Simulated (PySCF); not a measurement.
# Ionisation energy of Sm⁵¹⁺ by level of theory

Sm⁵¹⁺ [Ne] 3s1 (2S) → Sm⁵²⁺ [Ne] (1S), as a difference of total energies. Calculation: PySCF 2.14, in an even-tempered Gaussian basis (17 s from 12 bohr⁻², ratio 2.5; 12 p from 15 bohr⁻², ratio 2.5; 4 d from 56 bohr⁻², ratio 2.7; 4 f from 84 bohr⁻², ratio 2.7); scalar relativity by spin-free X2C-1e. Correlated levels: outer shells: 1s2 frozen; virtual orbitals above 40 to 60 times the deepest correlated orbital energy dropped. The calculations carry no spin-orbit coupling.

```
                method  ionisation energy (eV)
                   UHF                  4656.3
    MP2 (outer shells)                  4657.0
SCS-MP2 (outer shells)                  4656.9
   CCSD (outer shells)                  4657.0
CCSD(T) (outer shells)                  4657.0
```

Breit and QED terms and the two-electron picture change are absent.

For comparison: 4655 ± 4 eV (theoretical estimate listed by NIST; NIST Atomic Spectra Database, ionization energies).
